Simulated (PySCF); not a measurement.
MoFH5, SMILES [F][MoH5], multiplicity 1.

Geometry: B3LYP-D3(BJ)/def2-TZVP. The geometry has at least one imaginary mode, so it is a saddle point at that level. The spin state was assumed, not searched. The def2 effective core potentials stand for the cores of Mo; spin–orbit coupling is left out.

Computed with PBE/def2-TZVPD run with PySCF.

Symmetry labels are those of the subgroup C2v that the program uses (full group C4v).

Computed valence orbital energies around the gap with their symmetry:
```csv
orbital,symmetry,energy (eV)
HOMO−7,A1,-11.54
HOMO−6,A1,-9.96
HOMO−5,B1,-9.95
HOMO−4,B2,-9.95
HOMO−3,A2,-8.80
HOMO−2,B1,-8.50
HOMO−1,B2,-8.50
HOMO,A1,-6.77
LUMO,A1,-6.10
LUMO+1,B1,-2.99
LUMO+2,B2,-2.99
LUMO+3,A1,-0.28
```
